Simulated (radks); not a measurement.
Results of a calculation; reference values are marked as such.
Task: Ionisation of the argon ion Ar+, [Ne] 3s2 3p5, to [Ne] 3s2 3p4 as the strength of local exchange is varied. Level of theory: scalar-relativistic Kohn-Sham, Slater X-alpha exchange (alpha = 2/3 is LDA exchange), no correlation, spin-polarised, spherical densities, point nucleus; open shells are filled with parallel spins first (a radial shooting solver on a logarithmic mesh with Libxc functionals).

| alpha | E(Ar+) (hartree) | exchange (hartree) | IE (eV) | -e of the level emptied (eV) | <r> of it (bohr) |
|---|---|---|---|---|---|
| 0.641 | -524.79376 | -26.44461 | 25.768 | 19.743 (3p) | 1.581 |
| 0.667 | -525.86763 | -27.56403 | 26.159 | 20.123 (3p) | 1.573 |
| 0.821 | -532.26563 | -34.26892 | 28.536 | 22.442 (3p) | 1.529 |
| 0.908 | -535.90834 | -38.11301 | 29.926 | 23.805 (3p) | 1.506 |
| ? | -541.72824 | -44.29371 | 32.200 | 26.046 (3p) | 1.471 |

Which alpha was used in the last row?

Result: alpha = 1.046. NIST Atomic Spectra Database: 27.630 eV (measured). The Delta-SCF value meets it near alpha = 0.76. Open shells are spherical and high-spin; term and fine-structure splittings are not resolved.
